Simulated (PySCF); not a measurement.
Level of theory: delta-SCF UKS SCAN, pcX-2 on the ionised atom, pcseg-1 elsewhere, spin-free X2C in PySCF. Geometries: PBE0-D3(BJ)/def2-SVP; isolated species, one conformer each. Values against the vacuum level.

(1) Rank by computed C 1s binding energy, lowest first.
A. C2 in `[N:1]#[C:2][C:3]1=[CH:4][CH:5]=[CH:6][CH2:7]1`
B. C3 in `[CH2:1]=[N:2][CH2:3][C:4]#[N:5]`
C. C4 in `[H]/[N:5]=[CH:4]/[CH2:3][C:2]#[N:1]`
D. C6 in `[CH:1]#[C:2][C@:3]1([CH2:4][Cl:5])[CH:6]=[CH:7][CH2:8][CH2:9]1`
E. C4 in `[CH3:1]/[N:2]=[CH:3]/[C:4]#[N:5]`
F. C1 in `[CH3:1][PH:2][C:3]([CH3:4])=[O:5]`

(2) Order these sites by rising N 1s binding energy.
A. Nitrogen in `N#CC1=CC=CC1`
B. Nitrogen in `[BH3-]N[SiH3]`
C. N2 in `[CH2:1]=[N:2][CH2:3][C:4]#[N:5]`
D. N5 in `[H]/[N:5]=[CH:4]/[CH2:3][C:2]#[N:1]`

Results:

(1) D (290.35 eV), F (291.03 eV), A (291.86 eV), E (292.60 eV), C (293.06 eV), B (293.33 eV).

From the lowest up, the atoms are bonded to: C (double bond), C and H (290.35); 3 H and P (291.03); N (triple bond) and C (291.86); N (triple bond) and C (292.60); N (double bond), C and H (293.06); N, C and 2 H (293.33).

(2) B (398.48 eV), A (404.37 eV), D (405.53 eV), C (405.92 eV).

The highest is bonded to C (double bond) and C, the lowest to H, B and Si in a species of charge -1; the range is 7.44 eV.

3 of these hole states are spin-contaminated (⟨S²⟩ up to 0.87, against 0.75; counted from 0.85) and less certain. The basis sets have no added diffuse functions, a weakness for anions.
